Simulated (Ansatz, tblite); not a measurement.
Cost and result up the ladder for MgTe₂ (the lowest singlet isomer of a short search) (3 atoms). Total charge 0; singlet. Geometry: PBE-D4/def2-TZVP.

```csv
atom,x (Å),y (Å),z (Å)
Mg1,-0.159,-1.270,-0.605
Te2,1.269,0.892,-0.549
Te3,-1.111,0.377,1.154
```

Ansatz on 4 threads of Arm Neoverse V2 on a shared host; xTB runs through tblite on one thread. Times are rough, summed over both states, and most runs start from the orbitals of an earlier one. CCSD(T)/def2-TZVPP serves as the yardstick here, not as an exact answer. Differences are given only for rows in sets of like size (and for xTB, whose basis is part of the method), since another set adds its own error. The other state is a quintet at its own geometry.

In the def2 sets Te takes a core potential, while STO-3G treats all electrons; there is no spin–orbit coupling. The xTB rows come from tblite. B3LYP takes the VWN-RPA correlation. Correlated methods freeze 9 core orbitals; core or outer-core shells of Mg, Te are correlated, in sets that lack core-valence functions. The structure comes from a short search, and lower isomers may exist.

Correlated methods converge slowly with the basis.

xTB has no spin-polarisation term.

```json
{"level": "GFN1-xTB", "functions": "22", "quintet − singlet (eV)": "3.16", "difference from CCSD(T)/def2-TZVPP (eV)": "0.92"}
{"level": "CCSD(T)/def2-TZVPP", "functions": "132", "quintet − singlet (eV)": "2.23", "difference from CCSD(T)/def2-TZVPP (eV)": "0.00"}
{"level": "PBE-QIDH/def2-TZVP", "functions": "132", "quintet − singlet (eV)": "2.16", "difference from CCSD(T)/def2-TZVPP (eV)": "-0.07"}
{"level": "MP2/def2-TZVP", "functions": "132", "quintet − singlet (eV)": "2.35", "difference from CCSD(T)/def2-TZVPP (eV)": "0.11"}
{"level": "PBE-D4/def2-TZVP", "functions": "132", "quintet − singlet (eV)": "1.82", "difference from CCSD(T)/def2-TZVPP (eV)": "-0.42"}
{"level": "B3LYP-D4/def2-TZVP", "functions": "132", "quintet − singlet (eV)": "1.90", "difference from CCSD(T)/def2-TZVPP (eV)": "-0.33"}
{"level": "RPA@PBE/def2-TZVP", "functions": "132", "quintet − singlet (eV)": "1.78", "difference from CCSD(T)/def2-TZVPP (eV)": "-0.46"}
{"level": "HF/STO-3G", "functions": "63", "quintet − singlet (eV)": "2.37", "difference from CCSD(T)/def2-TZVPP (eV)": "–"}
{"level": "GFN2-xTB", "functions": "27", "quintet − singlet (eV)": "3.75", "difference from CCSD(T)/def2-TZVPP (eV)": "1.52"}
{"level": "HF/def2-TZVP", "functions": "132", "quintet − singlet (eV)": "0.72", "difference from CCSD(T)/def2-TZVPP (eV)": "-1.52"}
{"level": "PBE0-D4/def2-TZVP (with forces)", "functions": "132", "quintet − singlet (eV)": "1.93", "difference from CCSD(T)/def2-TZVPP (eV)": "-0.30"}
{"level": "r2SCAN-D4/def2-TZVP", "functions": "132", "quintet − singlet (eV)": "1.79", "difference from CCSD(T)/def2-TZVPP (eV)": "-0.45"}
{"level": "BLYP-D4/def2-TZVP", "functions": "132", "quintet − singlet (eV)": "1.78", "difference from CCSD(T)/def2-TZVPP (eV)": "-0.45"}
```

Problem. Estimate how long each takes.

Solution. GFN1-xTB 0.005 s; GFN2-xTB 0.007 s; HF/STO-3G 1.9 s; PBE-D4/def2-TZVP 2.2 s; BLYP-D4/def2-TZVP 2.5 s; B3LYP-D4/def2-TZVP 4.6 s; HF/def2-TZVP 4.7 s; MP2/def2-TZVP 4.7 s; RPA@PBE/def2-TZVP 5.5 s; PBE0-D4/def2-TZVP (with forces) 6.2 s; r2SCAN-D4/def2-TZVP 9.7 s; PBE-QIDH/def2-TZVP 13 s; CCSD(T)/def2-TZVPP 43 s. On shared hardware such times vary by a factor of up to 3.
